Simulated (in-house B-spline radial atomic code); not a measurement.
Inner levels of palladium as electrons are removed. A shift is the extra binding of the orbital against the neutral atom ([Kr] 4d10). The density at the nucleus is averaged over the nuclear charge. Computed with a B-spline radial code for spherical atoms: Dirac-Hartree-Fock, average of the configuration, finite nuclei.

```tsv
ion	configuration	shift of 1s1/2 (eV)	radius of 1s1/2 (bohr)	Σ<r²> (bohr²)	change of density at nucleus (bohr⁻³)
Pd24+	[Ar] 3d4	973.95	0.031845	1.7493	86.031
Pd25+	[Ar] 3d3	1063	0.031846	1.5998	163.78
Pd26+	[Ar] 3d2	1154.44	0.031847	1.4582	244.54
Pd27+	[Ar] 3d1	1248.26	0.031848	1.324	328.33
Pd28+	[Ne] 3s2 3p6	1344.47	0.031848	1.1967	415.15
Pd29+	[Ne] 3s2 3p5	1445.18	0.031844	1.0516	505.88
Pd30+	[Ne] 3s2 3p4	1547.75	0.031839	0.91141	598.73
Pd31+	[Ne] 3s2 3p3	1652.17	0.031834	0.77579	693.7
Pd32+	[Ne] 3s2 3p2	1758.46	0.031829	0.64461	790.8
Pd33+	[Ne] 3s2 3p1	?	?	?	?
Pd34+	[Ne] 3s2	1976.59	0.031819	0.39482	991.35
Pd35+	[Ne] 3s1	2081.77	0.031817	0.26896	-584.76
Pd36+	[He] 2s2 2p6	?	?	?	?
Pd37+	[He] 2s2 2p5	2452.1	0.031788	0.12727	-1945.14
Pd38+	[He] 2s2 2p4	2720.19	0.03176	0.10884	-1670.46
Pd39+	[He] 2s2 2p3	2992.71	0.031732	0.091136	-1390.95
Pd40+	[He] 2s2 2p2	3269.64	0.031703	0.074127	-1106.66
Pd41+	[He] 2s2 2p1	?	?	?	?
Pd42+	[He] 2s2	3836.74	0.031641	0.042062	-523.89
Pd43+	[He] 2s1	4088.69	0.031638	0.022121	-7605.7
Pd44+	1s2	4343.48	0.031621	0.0026957	-14895.8
Pd45+	1s1	5155.74	0.031349	0.0013235	-70630.5
```

Q: Fill in the row of Pd33+.

A: shift of 1s1/2 (eV): 1866.6; radius of 1s1/2 (bohr): 0.031824; Σ<r²> (bohr²): 0.51767; change of density at nucleus (bohr⁻³): 890.01.

Q: Fill in the row of Pd36+.

A: shift of 1s1/2 (eV): 2188.45; radius of 1s1/2 (bohr): 0.031814; Σ<r²> (bohr²): 0.14647; change of density at nucleus (bohr⁻³): -2214.98.

Q: Fill in the row of Pd41+.

A: shift of 1s1/2 (eV): 3550.99; radius of 1s1/2 (bohr): 0.031673; Σ<r²> (bohr²): 0.057779; change of density at nucleus (bohr⁻³): -817.63.
